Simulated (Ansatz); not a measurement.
One change: `N=C[SiH3]` becomes `N=C([SiH3])CCl`.

Ansatz, PBE0-D4/def2-TZVP geometries, multiplicity 1. Each molecule was computed in one conformer, which needn't be the lowest.

| property | `N=C[SiH3]` |
| --- | --- |
| HOMO–LUMO gap (B3LYP/def2-TZVPP) / eV | 6.04 |
| LUMO energy (ωB97M-V/def2-TZVPP) / eV | 1.29 |
| LUMO energy (PBE0/def2-TZVPP) / eV | -0.96 |
| HOMO energy (ωB97M-V/def2-TZVPP) / eV | -9.80 |
| HOMO energy (B3LYP/def2-TZVPP) / eV | -7.24 |
| HOMO–LUMO gap (PBE0/def2-TZVPP) / eV | 6.50 |

**Question.** Give the same properties after the change, and the shifts. (Best estimate.)

**Answer.** Ansatz gave: 
| property | `N=C([SiH3])CCl` | shift |
| --- | --- | --- |
| HOMO–LUMO gap (B3LYP/def2-TZVPP) / eV | 6.26 | 0.22 |
| LUMO energy (ωB97M-V/def2-TZVPP) / eV | 1.22 | -0.07 |
| LUMO energy (PBE0/def2-TZVPP) / eV | -0.97 | -0.01 |
| HOMO energy (ωB97M-V/def2-TZVPP) / eV | -9.99 | -0.19 |
| HOMO energy (B3LYP/def2-TZVPP) / eV | -7.45 | -0.21 |
| HOMO–LUMO gap (PBE0/def2-TZVPP) / eV | 6.71 | 0.21 |

B3LYP here is the variant with VWN-RPA as its local correlation; programs differ in this.
